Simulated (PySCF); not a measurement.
## How methods differ on the excitation energy of Cd

Cd [Kr] 4d10 5s2 (1S) → Cd [Kr] 4d9 5s2 6s1 (3D), as a difference of total energies. Calculation: PySCF 2.14, in aug-cc-pwCVDZ-PP with ECP28MDF (6s6p5d3f, 70 functions); a scalar-relativistic core potential. Correlated levels: valence: 4s2 4p6 frozen. The calculations carry no spin-orbit coupling.

| method | excitation energy (eV) |
| --- | --- |
| UHF | 13.753 |
| MP2 (valence) | 15.368 |
| SCS-MP2 (valence) | 15.190 |
| CCSD (valence) | 15.047 |
| CCSD(T) (valence) | 15.119 |

Q: How much does correlation contribute at CCSD(T) (valence)?

A: 15.119 − (13.753) = 1.366 eV, measured against UHF.

The upper state lies above the first ionisation limit, where it may autoionise and the basis confines it. A Rydberg-like electron needs more diffuse functions than a valence basis has.

The promoted electron is Rydberg-like, and one or two diffuse shells describe it only roughly, which tends to raise the upper state.
